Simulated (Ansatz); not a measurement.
A nudged elastic band was laid between two geometries of Cl4Zr + H3Si (9 atoms, charge 0, multiplicity 2).

Computed with UKS PBE/def2-SVP (Ansatz 0.2.0).

* movable images: 9
* climbing image: yes
* spring: 5.0 eV/Å²
* optimiser: quadratic models (default)
* start path: through a guess of the saddle point
* force threshold: 0.03 eV/Å
* iteration limit: 37
* end points: relaxed

Initial state:

```xyz
9
Properties=species:S:1:pos:R:3
Zr 0.001 0.000 -0.409
Cl 0.000 0.000 1.929
Cl 2.207 0.000 -1.178
Cl -1.102 1.910 -1.179
Cl -1.102 -1.910 -1.179
Si 0.000 0.000 5.792
H -0.775 -1.207 6.246
H 1.432 -0.068 6.246
H -0.658 1.274 6.246
```

Final state:

```xyz
9
Properties=species:S:1:pos:R:3
Zr 0.008 0.000 -0.446
Cl -0.041 0.000 2.952
Cl 2.350 0.000 -0.543
Cl -1.162 2.029 -0.549
Cl -1.162 -2.029 -0.549
Si -0.004 0.000 5.062
H -0.765 -1.198 5.543
H 1.427 -0.067 5.503
H -0.648 1.265 5.541
```

Question: Which bonds break or form, and what moves?

Answer: Bonds formed: Cl2–Si6. Cl4Zr + H3Si becomes Cl4H3SiZr.

Question: Give the energies along the band, and the barrier.

Answer: It converged. The highest image is number 10 of 0 to 10, 10.0 kcal/mol above the first end and 0.0 kcal/mol above the last; the last end lies 10.0 kcal/mol above the first. The highest image is an end point: on this band no image between the ends rises above it. Inner images lie up to 0.017 eV below the lower end, so the ends aren't the lowest states on this path.

```tsv
image	path coordinate (Å)	energy (kcal/mol)	Cl2–Si6 (Å)
0	0.00	0.0	3.86
1	0.82	-0.1	3.82
2	1.65	-0.3	3.73
3	2.47	-0.3	3.74
4	3.29	-0.4	3.73
5	4.12	-0.2	3.77
6	4.94	0.3	3.44
7	5.76	4.1	2.85
8	6.59	9.7	2.11
9	7.41	9.9	2.11
10	7.94	10.0	2.11
```

Time of the run: 22 min on 4 threads of Intel(R) Xeon(R) Platinum 8259CL CPU @ 2.50GHz (Skylake/Cascade Lake) (shared host), peak memory 0.44 GiB.
